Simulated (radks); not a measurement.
Values are calculated unless marked as measured or tabulated.
The osmium ion Os2+, configuration [Xe] 4f14 5d6 (the NIST ground configuration). Level of theory: Dirac Kohn-Sham, PBE, spin-unpolarised, spherical densities, point nucleus; open shells fill j = l - 1/2 first (a radial shooting solver on a logarithmic mesh with Libxc functionals).

Unscreened Slater integrals over Kohn-Sham orbitals (hartree). Large and small components are both included.

integral            value
F0(5d5/2,5d5/2)   0.52444
F2(5d5/2,5d5/2)   0.26985
F4(5d5/2,5d5/2)   0.17733
F0(5d5/2,5d3/2)   0.53302
F2(5d5/2,5d3/2)   0.27419
G2(5d5/2,5d3/2)   0.27389
G4(5d5/2,5d3/2)   0.18009
F0(5d5/2,5p3/2)   0.60668
F2(5d5/2,5p3/2)   0.29442
G1(5d5/2,5p3/2)   0.35133
G3(5d5/2,5p3/2)   0.21624
F0(5d5/2,4f7/2)   0.68383
F2(5d5/2,4f7/2)   0.15230
F4(5d5/2,4f7/2)  0.070156
G1(5d5/2,4f7/2)  0.052888
G3(5d5/2,4f7/2)  0.047826
G5(5d5/2,4f7/2)  0.037723
F0(5d3/2,5d3/2)   0.54209
F2(5d3/2,5d3/2)   0.27920
F0(5d3/2,5p3/2)   0.62059
F2(5d3/2,5p3/2)   0.30602
G1(5d3/2,5p3/2)   0.37159
G3(5d3/2,5p3/2)   0.22873
F0(5d3/2,4f7/2)   0.70458
F2(5d3/2,4f7/2)   0.16248
G3(5d3/2,4f7/2)  0.052305
G5(5d3/2,4f7/2)  0.041124
F0(5p3/2,5p3/2)   0.74994
F2(5p3/2,5p3/2)   0.40376
F0(5p3/2,4f7/2)   0.92450
F2(5p3/2,4f7/2)   0.28524
G2(5p3/2,4f7/2)   0.11495
G4(5p3/2,4f7/2)  0.095118
F0(4f7/2,4f7/2)    1.6389
F2(4f7/2,4f7/2)   0.80151
F4(4f7/2,4f7/2)   0.50765
F6(4f7/2,4f7/2)   0.36662
